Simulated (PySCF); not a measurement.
A GIAO shielding run with PySCF (density fitting, non-relativistic, gas phase) on `C(SC)(=C=S)C[SiH2]C(=O)O`, C5H8O2S2Si:

```
$ OMP_NUM_THREADS=1 python probes_run.py task.json out

{"job": {"kind": "nmr", "xc": "PBE0", "basis": "pcSseg-1"}, "charge": 0, "multiplicity": 1}
C     -2.062246    -0.119180     1.553403
S     -2.124753    -0.864663    -0.104105
C     -0.974162     0.177480    -1.013901
C     -1.219962     1.451362    -0.973235
S     -1.551545     2.965563    -0.774578
C      0.138565    -0.512375    -1.735033
Si     1.404623    -1.260311    -0.501870
C      1.795790     0.175445     0.712998
O      1.197080     0.421913     1.731826
O      2.805554     0.935212     0.283516
H     -2.547859    -0.826076     2.218466
H     -2.603764     0.822575     1.551862
H     -1.026481     0.028035     1.844456
H      0.627862     0.199460    -2.402101
H     -0.280645    -1.309253    -2.350872
H      0.808200    -2.351086     0.264058
H      2.636283    -1.610192    -1.203359
H      2.968699     1.682408     0.886812
```

Hardware: 1 thread of an Arm Neoverse V1, shared host. The job also computes population analyses, field gradients.

Q: How large is the calculation?

A: 100 electrons, 231 basis functions and 1268 auxiliary functions.

Q: How long does it take, and how much memory does it need?

A: 77 s of wall time, with 15 SCF cycles and 6 response iterations; peak memory 1.1 GiB. Times on a shared host scatter by some tens of per cent.
